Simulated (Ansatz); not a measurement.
Abstraction of Cl: GeH3Cl + SiH2(CH3) → GeH3 + SiH2(CH3)Cl

Species: GeH3Cl (chlorogermane) `[Cl][GeH3]`, singlet; SiH2(CH3), doublet; GeH3 `[GeH3]`, doublet; SiH2(CH3)Cl, singlet. A radical takes Cl: the energy is the difference in strength between the Ge–Cl bond broken and the Si–Cl bond made.

Shapes, held fixed at every level: PBE0-D4/def2-TZVP. Programs: Ansatz 0.2.0. The zero-point and thermal change to 298 K, harmonic and unscaled (PBE0-D4/def2-TZVP), is -0.3 kJ/mol.

(1) Estimate ΔH(298 K) of this reaction.

Answers

(1) The highest level, CCSD(T)/def2-TZVPP, gives ΔH(298 K) = -58.3 kJ/mol; the levels span -70.3 to -56.7. The column of differences is taken from that level and isn't an error. No measured value is set beside it here. Open shells run unrestricted. Relativity is left out for Ge. Outer-core shells of Ge are correlated, in sets that cover them unevenly. Times are processor times on shared x86 and Arm servers, and rough.

```
                level                    kind  ΔH(298 K) (kJ/mol)  less CCSD(T)/def2-TZVPP  CPU time (sum over the molecules)
        HF/def2-TZVPP            Hartree–Fock               -56.7                     +1.6                                  –
     SPW92/def2-TZVPP                     LDA               -57.4                     +0.9                              8.5 s
 r2SCAN-D4/def2-TZVPP                meta-GGA               -58.2                     +0.1                               30 s
  B3LYP-D4/def2-TZVPP           global hybrid               -59.5                     -1.2                               23 s
r2SCAN0-D4/def2-TZVPP           global hybrid               -59.9                     -1.6                               30 s
   wB97M-V/def2-TZVPP  range-separated hybrid               -70.3                    -12.0                               62 s
   wB97X-V/def2-TZVPP  range-separated hybrid               -60.1                     -1.8                               45 s
   CCSD(T)/def2-TZVPP   coupled cluster or CI               -58.3                      0.0                            2.7 min
```
